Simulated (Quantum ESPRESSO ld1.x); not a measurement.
Species: Br22+. Configuration: [Ne] 3s2 3p1 (the NIST ground configuration).

All-electron calculation, scalar-relativistic Kohn-Sham, LDA (Slater exchange, Perdew-Zunger correlation), spin-polarised, spherical densities, point nucleus; open shells are filled with parallel spins first. Program: ld1.x of Quantum ESPRESSO 7.5.

Energy parts (eV):
total: -62636.70
kinetic: 64156.96
electron-nucleus: -136677.50
Hartree: 11478.33
exchange-correlation: -1594.49

Orbitals (lengths in bohr, moments of r in powers of bohr; r(max) is where P^2 peaks):
[
 {"orbital": "1s up", "occ.": "1", "eigenvalue (eV)": "-14276.3", "r(max)": "0.02795", "<1/r>": "35.62"},
 {"orbital": "1s down", "occ.": "1", "eigenvalue (eV)": "-14274.9", "r(max)": "0.02795", "<1/r>": "35.62"},
 {"orbital": "2s up", "occ.": "1", "eigenvalue (eV)": "-2669.71", "r(max)": "0.1584", "<1/r>": "7.996"},
 {"orbital": "2s down", "occ.": "1", "eigenvalue (eV)": "-2668.28", "r(max)": "0.1584", "<1/r>": "7.998"},
 {"orbital": "2p up", "occ.": "3", "eigenvalue (eV)": "-2476.06", "r(max)": "0.1264", "<1/r>": "7.821"},
 {"orbital": "2p down", "occ.": "3", "eigenvalue (eV)": "-2474.38", "r(max)": "0.1265", "<1/r>": "7.822"},
 {"orbital": "3s up", "occ.": "1", "eigenvalue (eV)": "-1002.12", "r(max)": "0.4388", "<1/r>": "3.148"},
 {"orbital": "3s down", "occ.": "1", "eigenvalue (eV)": "-996.761", "r(max)": "0.4389", "<1/r>": "3.143"},
 {"orbital": "3p up", "occ.": "1", "eigenvalue (eV)": "-940.787", "r(max)": "0.4239", "<1/r>": "3.058"},
 {"orbital": "3p down", "occ.": "0", "eigenvalue (eV)": "-935.433", "r(max)": "0.4239", "<1/r>": "3.055"},
 {"orbital": "3d up", "occ.": "0", "eigenvalue (eV)": "-856.185", "r(max)": "0.3449", "<1/r>": "2.898"},
 {"orbital": "3d down", "occ.": "0", "eigenvalue (eV)": "-851.439", "r(max)": "0.3439", "<1/r>": "2.901"},
 {"orbital": "4s up", "occ.": "0", "eigenvalue (eV)": "-515.435", "r(max)": "0.8856", "<1/r>": "1.664"},
 {"orbital": "4s down", "occ.": "0", "eigenvalue (eV)": "-513.615", "r(max)": "0.8879", "<1/r>": "1.659"},
 {"orbital": "4p up", "occ.": "0", "eigenvalue (eV)": "-490.687", "r(max)": "0.8874", "<1/r>": "1.624"},
 {"orbital": "4p down", "occ.": "0", "eigenvalue (eV)": "-488.902", "r(max)": "0.8899", "<1/r>": "1.619"},
 {"orbital": "4f up", "occ.": "0", "eigenvalue (eV)": "-439.923", "r(max)": "0.6684", "<1/r>": "1.495"},
 {"orbital": "4f down", "occ.": "0", "eigenvalue (eV)": "-436.741", "r(max)": "0.6735", "<1/r>": "1.485"}
]

The highest occupied level is 3p up at -940.79 eV. For comparison, the ionisation energy in NIST's Atomic Spectra Database is 963 eV (semi-empirical). In exact Kohn-Sham theory the highest level is minus the ionisation energy, but local and semilocal functionals leave it too shallow, through self-interaction and a potential that decays too fast; potentials with the right tail come closer. The density falls to 0.001 e/bohr^3 at r = 1.16 bohr. Spin moment in Bohr magnetons: 1.
